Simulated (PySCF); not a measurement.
**A search over the determinants of InB**

Unrestricted PBE0; PySCF, scalar-relativistic core potentials, basis sets In aug-cc-pVDZ-PP with ECP28, B aug-cc-pVDZ. Outer shells of the fragments: In 4d10 5s2 5p1; B 2s2 2p1.

Followed along the bond (rough minima from three points):

```
2Ms+1  unpaired  ⟨S²⟩ at the start  R at minimum (Å)  Te (eV)
    3  σ ↑, π ↑               2.01              2.44     0.00
    3      π ↑↑               2.03              2.23     0.09
    1  σ ↓, π ↑               1.02              2.44     0.17
    1      π ↑↓               1.01              2.24     0.30
    1      none               0.00              2.27     1.01
```

Solutions found at the starting distance of 2.205 Å, counted from the lowest of them; the search is not exhaustive and high or unbound solutions are not listed, so other states can lie among these:

| 2Ms+1 | unpaired | term | E (eV) | ⟨S²⟩ | ⟨Lz²⟩ | μ (D) |
| --- | --- | --- | --- | --- | --- | --- |
| 3 | π ↑↑ | ³Σ⁻ | 0.00 | 2.03 | 0.00 | -2.39 |
| 3 | σ ↑, π ↑ | ³Π | 0.10 | 2.01 | 1.00 | -1.31 |
| 1 | π ↑↓ | mixed | 0.22 | 1.01 | 2.01 | -2.37 |
| 1 | σ ↓, π ↑ | mixed | 0.27 | 1.02 | 1.00 | -1.43 |
| 1 | none | mixed | 0.94 | 0.00 | 2.00 | -2.13 |
| 3 | σ ↑↑, π ↑↓ | mixed | 2.41 | 3.01 | 2.01 | -2.57 |

A term symbol is given only where ⟨S²⟩ and ⟨Lz²⟩ are close to those of a pure state; real π, δ and φ orbitals otherwise mix terms. A positive dipole means In(−)B(+).

Problem. Compare the gap between the two lowest followed solutions at the starting distance with the gap between their minima.

Solution. At PBE0 the second solution (triplet, unpaired electrons π ↑↑) lies -0.10 eV from the first (triplet, unpaired electrons σ ↑, π ↑) at 2.205 Å and +0.09 eV at the minima; the two curves relax by different amounts, since their minima lie near 2.23 and 2.44 Å.

Spin–orbit coupling is left out. Counting both spins, an empty level lies below a filled one in some of these solutions, because spin and occupation are held.
